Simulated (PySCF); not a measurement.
SMILES Oc1[c]cccc1, doublet (CAM-B3LYP/def2-SVP optimised geometry):

```
12

O     -2.430    -0.219     0.000
C     -1.085    -0.100     0.000
C     -0.279    -1.225     0.000
C      1.091    -1.225     0.000
C      1.739     0.019     0.000
C      0.977     1.183     0.000
C     -0.418     1.132     0.000
H     -2.829     0.659     0.000
H      1.664    -2.157     0.000
H      2.829     0.069     0.000
H      1.471     2.157     0.000
H     -1.002     2.058     0.000
```

Method: unrestricted CAM-B3LYP/def2-TZVP (PySCF).

### Question
What are the frontier orbital energies (α orbitals alone; a β orbital can be the lowest empty one) and the dipole moment?

### Answer
HOMO-2 -8.80 eV, HOMO-1 -8.68 eV, HOMO -7.95 eV, LUMO 0.71 eV, LUMO+1 1.12 eV; dipole moment 2.09 D.

Meta-Löwdin charges at CAM-B3LYP/def2-TZVP: O1 -0.46, C2 0.21, C3 -0.04, C4 -0.12, C5 -0.13, C6 -0.11, C7 -0.18, H8 0.35, H9 0.13, H10 0.12, H11 0.12, H12 0.11.
